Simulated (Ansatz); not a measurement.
Cost and result for the atomization energy of H₅NOS₂Si, SMILES `N[Si](O)(S)S` (10 atoms, 9 bonds).

```xyz
10

N    -1.360    0.652   -0.568
Si    0.042   -0.100    0.046
O     1.153   -0.155   -1.160
S    -0.715   -1.958    0.757
S     1.121    0.808    1.650
H    -2.207    0.645   -0.021
H    -1.269    1.514   -1.083
H     0.848   -0.547   -1.982
H     0.349   -2.199    1.539
H     2.038    1.339    0.823
```

Total charge 0; spin multiplicity 1. The geometry is a stationary point of PBE0-D4/def2-TZVP. It is one conformer, not always the lowest. Program: Ansatz. All runs use 4 threads of an Arm Neoverse V1 on a shared host. Times are those of one run each, without the atoms' runs, and a repeat can differ threefold. Electronic energies, without spin–orbit coupling; frozen cores. CCSD(T)/CBS adds CCSD(T) − MP2 in def2-TZVPP to the MP2 limit, and its time is that of the two runs behind it. T1 = 0.011. HSE06 is the plane-wave form, built on full-range PBE exchange.

CCSD(T)/CBS is a level of theory with its own doubt, some kJ/mol a heavy atom from the limit and from the frozen cores, so smaller differences don't rank the functionals.

| level | functions | wall time |
| --- | --- | --- |
| LDA (SPW92)/def2-TZVPP | 258 | 1.4 s |
| revPBE-D4/def2-TZVPP | 258 | 2.3 s |
| HSE06-D4/def2-TZVPP | 258 | 3.8 s |
| CCSD(T)/def2-SVP | 107 | 3.9 s |
| CAM-B3LYP-D4/def2-TZVPP | 258 | 4.1 s |
| r2SCAN-D4/def2-TZVPP (with forces) | 258 | 5 s |
| r2SCANh-D4/def2-TZVPP | 258 | 6 s |
| B2PLYP/def2-TZVPP | 258 | 6 s |
| ωB97X-V/def2-TZVPP | 258 | 8.5 s |
| ωB97M-V/def2-TZVPP (with forces) | 258 | 13 s |
| MP2/def2-QZVPP | 474 | 21 s |
| CCSD(T)/def2-TZVPP | 258 | 2.6 min |
| CCSD(T)/CBS(def2) | – | 2.9 min |

What atomization energy does each give, and how far from CCSD(T)/CBS? (An estimate is asked.)

The calculation gave: 
| level | atomization (kJ/mol) | difference from CCSD(T)/CBS | per bond |
| --- | --- | --- | --- |
| LDA (SPW92)/def2-TZVPP | 4017.6 | 520.2 | 57.8 |
| revPBE-D4/def2-TZVPP | 3448.1 | -49.3 | -5.5 |
| HSE06-D4/def2-TZVPP | 3466.7 | -30.7 | -3.4 |
| CCSD(T)/def2-SVP | 3140.3 | -357.1 | -39.7 |
| CAM-B3LYP-D4/def2-TZVPP | 3481.5 | -15.9 | -1.8 |
| r2SCAN-D4/def2-TZVPP (with forces) | 3487.5 | -9.9 | -1.1 |
| r2SCANh-D4/def2-TZVPP | 3459.6 | -37.8 | -4.2 |
| B2PLYP/def2-TZVPP | 3423.8 | -73.6 | -8.2 |
| ωB97X-V/def2-TZVPP | 3509.4 | 12.0 | 1.3 |
| ωB97M-V/def2-TZVPP (with forces) | 3514.1 | 16.7 | 1.9 |
| MP2/def2-QZVPP | 3514.2 | 16.8 | 1.9 |
| CCSD(T)/def2-TZVPP | 3366.8 | -130.6 | -14.5 |
| CCSD(T)/CBS(def2) | 3497.4 | 0.0 | 0.0 |

From BLYP to BHLYP (50 % exact exchange), in def2-TZVPP and without D4, the atomization energy moves by −89.5 kJ/mol: exact exchange takes away binding that semilocal exchange gives to molecules. At CCSD(T), def2-SVP lies −357.1 kJ/mol from the extrapolated value and def2-TZVPP −130.6 kJ/mol: correlation converges slowly with the basis, and small sets miss more of it in the bonded molecule than in its fragments. Leaving LDA and LC-ωPBE aside and taking each functional with its dispersion term where it has one, the values, not all of them listed here, spread over 181.3 kJ/mol, from BHLYP-D4 to PBE-D4. LDA lies +509.7 kJ/mol from PBE without D4, its usual overbinding.
